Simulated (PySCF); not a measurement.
## Ionisation energy of Bi²⁺ by level of theory

Bi²⁺ [Xe] 4f14 5d10 6s2 6p1 (2P) → Bi³⁺ [Xe] 4f14 5d10 6s2 (1S), as a difference of total energies. All numbers are calculated (PySCF 2.14, a scalar-relativistic core potential, in def2-QZVPPD with the def2 core potential (60 electrons) (8s6p5d4f1g, 88 functions)). Correlated levels: valence and next inner shell: nothing frozen outside the core potential. The calculations carry no spin-orbit coupling.

| method | ionisation energy (eV) | difference from reference (eV) |
| --- | --- | --- |
| UHF | 23.054 | -2.517 |
| MP2 (valence and next inner shell) | 23.550 | -2.021 |
| SCS-MP2 (valence and next inner shell) | 23.457 | -2.114 |
| CCSD (valence and next inner shell) | 23.547 | -2.024 |
| CCSD(T) (valence and next inner shell) | 23.574 | -1.997 |

Reference: 25.571 eV (measured; NIST Atomic Spectra Database, ionization energies).

The reference lies between the lowest fine-structure levels, while these numbers refer to the centres of the terms.

Errors of the correlated levels include the incompleteness of this basis.
